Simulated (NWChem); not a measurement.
# SbH2Cl; SMILES [Cl][SbH2]

Results from NWChem. All runs use the structure optimised with PBE0/def2-SVP. def2 effective core potentials on Sb; no spin-orbit coupling. Static field.

```
level                   isotropic polarisability (bohr³)  anisotropy (bohr³)
----------------------  --------------------------------  ------------------
PBE/def2-SVPD                                       59.6                17.8
B3LYP/def2-SVPD                                     58.7                17.5
CAM-B3LYP/def2-SVPD                                 58.1                17.2
Hartree-Fock/def2-SVPD                              56.6                16.5
```
